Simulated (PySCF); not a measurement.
Computed shifts of a molecule C3H8FNSi, B3LYP/pcSseg-1 run with PySCF, GIAO, gas phase, atoms alike by connectivity averaged where their shifts nearly agree, in ppm (number of nuclei): ¹³C: 151.1 (1), 141.1 (1), 34.6 (1). ²⁹Si: -24.6 (1). ¹⁹F: -171.9 (1). ¹⁵N: 52.4 (1). ¹H: 6.69 (2), 6.21 (1), 4.97 (1), 3.11 (3), 1.10 (1). References: ¹³C against TMS (σ = 181.3 ppm); ²⁹Si against TMS (σ = 338.7 ppm); ¹⁹F against CFCl3 (σ = 161.7 ppm); ¹⁵N against NH3 (σ = 265.5 ppm); ¹H against TMS (σ = 31.68 ppm), references at their B3LYP-D3(BJ)/def2-TZVP geometries, non-relativistic. Geometry optimised at ωB97X-D3(BJ)/def2-SVP. One conformer was computed; it need not be the lowest.

Question: Identify the compound among the candidates.
A. C=CCN[SiH2]F
B. C[C@H](F)/N=C\[SiH3]
C. NC1([SiH2]F)CC1
D. C=C[Si@H](F)NC

Answer: D, C=C[Si@H](F)NC
